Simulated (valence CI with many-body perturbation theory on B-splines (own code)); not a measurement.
Values are calculated unless marked as measured or tabulated.
# Level structure of Tc³⁰⁺

Method: configuration interaction combined with many-body perturbation theory (CI+MBPT): three valence electrons over a frozen Dirac-Fock core [Ne], radial functions for each j: 11 s, 11 p, 10 d, 8 f, 5 g, 2 h, with the one-electron correlation potential Σ1, the two-electron term Σ2, the three-electron term Σ3, Breit, model QED; selected CI, second order for the rest, scaled by the run's own slope (own B-spline code, finite nucleus).

The last digits are not significant, and no measured levels were compared; by estimate large intervals hold to a few tenths of a per cent, small ones and those within an open d or f shell to about a per cent.

Levels 136 to 154 of 154, with energies above the lowest level, 3s²3p ²P°_1/2. "Leading %" is the weight of the configuration and term that name the level; weights of strongly mixed levels are sums over their largest components and can fall short, so below about 35 % the name and the second component can differ from the true leading terms, or belong to a minority configuration. In the jj column 3d3/2^4 stands for four electrons in 3d with j = 3/2.

| No. | Configuration | Term | J | E (eV) | Leading % | Leading jj | Second component |
| --- | --- | --- | --- | --- | --- | --- | --- |
| 136 | 3d³ | ²H | 9/2 | 571.56 | 61 | 3d3/2^2 3d5/2 (45 %) | 24 % 3d³ ⁴F |
| 137 | 3d³ | ²G | 7/2 | 571.73 | 88 | 3d3/2 3d5/2^2 (63 %) | 9 % 3d³ ⁴F |
| 138 | 3d³ | ⁴P | 5/2 | 574.12 | 93 | 3d3/2 3d5/2^2 (62 %) | 6 % 3d³ ²D |
| 139 | 3d³ | ²H | 11/2 | 575.88 | 100 | 3d3/2 3d5/2^2 (100 %) |  |
| 140 | 3d³ | ²D | 3/2 | 576.33 | 52 | 3d3/2 3d5/2^2 (90 %) | 33 % 3d³ ⁴P |
| 141 | 3d³ | ²P | 1/2 | 577.96 | 81 | 3d3/2 3d5/2^2 (90 %) | 18 % 3d³ ⁴P |
| 142 | 3d³ | ²G | 9/2 | 578.70 | 60 | 3d5/2^3 (76 %) | 32 % 3d³ ²H |
| 143 | 3d³ | ²D | 5/2 | 580.04 | 92 | 3d3/2 3d5/2^2 (65 %) |  |
| 144 | 3d³ | ²P | 3/2 | 583.91 | 61 | 3d5/2^3 (85 %) | 28 % 3d³ ²D |
| 145 | 3d³ | ²F | 7/2 | 584.01 | 96 | 3d3/2 3d5/2^2 (84 %) |  |
| 146 | 3d³ | ²F | 5/2 | 584.18 | 90 | 3d3/2 3d5/2^2 (50 %) | 8 % 3d³ ²D |
| 147 | 3d³ | ²D | 3/2 | 597.87 | 98 | 3d3/2 3d5/2^2 (85 %) |  |
| 148 | 3d³ | ²D | 5/2 | 598.02 | 89 | 3d5/2^3 (59 %) | 7 % 3d³ ²F |
| 149 | 3s²4s | ²S | 1/2 | 759.62 | 97 | 3s^2 4s (97 %) |  |
| 150 | 3s²4p | ²P° | 1/2 | 792.59 | 96 | 3s^2 4p1/2 (96 %) |  |
| 151 | 3s²4p | ²P° | 3/2 | 803.33 | 95 | 3s^2 4p3/2 (95 %) |  |
| 152 | 3s3p4s | ⁴P° | 1/2 | 823.03 | 91 | 3s 3p1/2 4s (98 %) | 7 % 3s3p4s ²P° |
| 153 | 3s3p4s | ⁴P° | 3/2 | 828.00 | 79 | 3s 3p1/2 4s (88 %) | 18 % 3s3p4s ²P° |
| 154 | 3s3p4s | ²P° | 1/2 | 833.09 | 94 | 3s 3p1/2 4s (92 %) | 5 % 3s3p4s ⁴P° |

Names give the largest LS component (configuration and term), which can be under half, so a name can repeat, a term be missing and a line seem to break the LS rules; names also repeat where a configuration has a term twice.
